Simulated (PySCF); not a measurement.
PySCF input file for C6H10, SMILES C=C/C(C)=C\C, C-PCM-B3LYP/def2-SVP. Coordinates come from a PBE-D3(BJ)/def2-SVP optimisation. Other conformers were not sampled.

```python
import numpy as np
from pyscf import gto, scf, dft
from pyscf.solvent import pcm

mol = gto.M(
    atom='''
    C     1.06957501   -2.09179562   -0.00000000
    C     0.89865866   -0.74901146    0.00000000
    C    -0.38775900   -0.04696250    0.00000000
    C    -1.64344962   -0.88466001    0.00000000
    C    -0.47546335    1.31529963   -0.00000000
    C     0.63149192    2.32300567   -0.00000000
    H     0.22118386   -2.79356462    0.00000000
    H     2.07709846   -2.53438279    0.00000000
    H     1.80258988   -0.11776753    0.00000000
    H    -2.55138396   -0.25193668    0.00000000
    H    -1.68621727   -1.54801937   -0.89007247
    H    -1.68621727   -1.54801936    0.89007247
    H    -1.49452946    1.74402391   -0.00000000
    H     1.64263089    1.87495617    0.00000000
    H     0.55826153    2.98972802   -0.88700571
    H     0.55826154    2.98972802    0.88700571
    ''',
    basis='def2-SVP',
    charge=0,
    spin=0,
    max_memory=1600,
    verbose=3,
)
mf = dft.RKS(mol, xc='b3lyp').density_fit(auxbasis='def2-universal-jkfit')
mf.grids.level = 3
mf.conv_tol = 1e-9
mf.max_cycle = 100
mf.kernel()
res = {}
for name, eps in {'water': 78.355, 'dichloromethane': 8.93, 'ethanol': 24.852}.items():
    s = mf.PCM()
    s.with_solvent.method, s.with_solvent.eps, s.with_solvent.lebedev_order = 'C-PCM', eps, 17
    s.kernel(mf.make_rdm1())
    res[name] = (s.e_tot, eps, s.dip_moment(), s.mo_energy, s.converged)
    print(f'{name}: electrostatic solvation free energy {(s.e_tot - mf.e_tot) * 627.509474:.3f} kcal/mol')
```

Log of the run:

```
converged SCF energy = -234.4577827398

WARN: PCM is an experimental feature. It is still in testing.
Features and APIs may be changed in the future.

converged SCF energy = -234.460751973436
Dipole moment(X, Y, Z, Debye): -0.12561,  0.66087,  0.00000
water: electrostatic solvation free energy -1.863 kcal/mol

WARN: PCM is an experimental feature. It is still in testing.
Features and APIs may be changed in the future.

converged SCF energy = -234.460427433998
Dipole moment(X, Y, Z, Debye): -0.12092,  0.63480,  0.00000
dichloromethane: electrostatic solvation free energy -1.660 kcal/mol

WARN: PCM is an experimental feature. It is still in testing.
Features and APIs may be changed in the future.

converged SCF energy = -234.460661433189
Dipole moment(X, Y, Z, Debye): -0.12426,  0.65343,  0.00000
ethanol: electrostatic solvation free energy -1.806 kcal/mol
```

The calculation finished and met its thresholds.
